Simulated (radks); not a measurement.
Values are calculated unless marked as measured or tabulated.
Question: Species: the terbium ion Tb7+. Configuration: [Kr] 4d10 4f7 5s2 5p3 (the NIST ground configuration). Code: a radial shooting solver on a logarithmic mesh with Libxc functionals. Model: Dirac Kohn-Sham, LDA (Slater exchange, Perdew-Wang correlation), spin-unpolarised, spherical densities, point nucleus; open shells are shared between the two j in proportion to 2j + 1. Some entries of the table are withheld. Estimate them.

| orbital | occ. | eigenvalue (eV) | <1/r> (bohr^-1) | r(max) (bohr) |
|---|---|---|---|---|
| 1s1/2 | 2 | -51866.54 | (1) | 0.01365 |
| 2s1/2 | 2 | -8685.220 | 17.47 | 0.07772 |
| 2p1/2 | 2 | -8261.683 | 17.45 | 0.05860 |
| 2p3/2 | 4 | -7515.938 | 15.35 | 0.06453 |
| 3s1/2 | 2 | -2010.790 | 6.370 | 0.2202 |
| 3p1/2 | 2 | -1826.302 | 6.289 | (2) |
| 3p3/2 | 4 | -1672.413 | 5.755 | (3) |
| 3d3/2 | 4 | -1353.544 | 5.638 | 0.1743 |
| 3d5/2 | 6 | -1319.942 | 5.506 | 0.1778 |
| 4s1/2 | 2 | -483.6004 | 2.675 | 0.5046 |
| 4p1/2 | 2 | -411.2091 | 2.570 | 0.5080 |
| 4p3/2 | 4 | -376.4374 | 2.387 | 0.5347 |
| 4d3/2 | 4 | -256.7950 | 2.176 | 0.5400 |
| 4d5/2 | 6 | -250.4416 | 2.131 | 0.5486 |
| 5s1/2 | 2 | -141.5321 | 1.103 | 1.134 |
| 5p1/2 | 1 | -119.0593 | 1.014 | 1.209 |
| 5p3/2 | 2 | -112.7165 | 0.9579 | 1.271 |
| 4f5/2 | 3 | -107.0059 | 1.687 | 0.5372 |
| 4f7/2 | 4 | -106.0418 | 1.671 | 0.5417 |

Answer: 
(1) 1s1/2 <1/r> (bohr^-1): 73.06
(2) 3p1/2 r(max) (bohr): 0.2074
(3) 3p3/2 r(max) (bohr): 0.2199
